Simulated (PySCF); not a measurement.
Predicted microwave data (PBE0/def2-SVPD in PySCF (dipole) on a GFN2-xTB geometry, gas phase) for one isomer of C6H12O2:

| Quantity | Value |
| --- | --- |
| Rotational constants | A = 4639, B = 1054, C = 964.4 MHz |
| Dipole components | \|μa\| = 0.92 D, \|μb\| = 1.42 D, \|μc\| = 0.86 D |
| Inertial defect | -64.26 u·Å² |
| κ | -0.95 |

Question: Which candidate fits, each taken in the one conformer that was computed?
A. `[CH3:1][CH:2]([CH3:3])[C@H:4]([CH3:5])[O:6][CH:7]=[O:8]` with C1–C2–C4–C5 -174°, C2–C4–O6–C7 -150°, C4–O6–C7–O8 0° (1,2-dimethylpropyl formate)
B. `[CH3:1][CH2:2][C:3](=[O:4])[O:5][CH:6]([CH3:7])[CH3:8]` with C1–C2–C3–O4 0°, C2–C3–O5–C6 179°, C3–O5–C6–C7 -83°
C. `[CH3:1][C:2](=[O:3])[O:4][C:5]([CH3:6])([CH3:7])[CH3:8]` with C1–C2–O4–C5 -179°

Answer: B. It is CCC(=O)OC(C)C, a near-prolate asymmetric top, point group C1. The candidates at the same level (rigid rotor, commonest isotopes):

| SMILES | A (MHz) | B (MHz) | C (MHz) | μa (D) | μb (D) | μc (D) | Δ (u·Å²) | point group | rotor |
| --- | --- | --- | --- | --- | --- | --- | --- | --- | --- |
| CCC(=O)OC(C)C | 4639 | 1054 | 964.4 | 0.92 | 1.42 | 0.86 | -64.26 | C1 | near-prolate asymmetric top |
| CC(C)[C@H](C)OC=O | 3150 | 1391 | 1187 | 2.23 | 0.42 | 0.56 | -98.00 | C1 | asymmetric top |
| CC(=O)OC(C)(C)C | 3327 | 1452 | 1310 | 1.06 | 1.70 | 0.03 | -114.30 | – | asymmetric top |

`CC(C)[C@H](C)OC=O` has A 32 % too low; `CC(=O)OC(C)(C)C` has B 38 % too high. No structure here is proved a minimum.
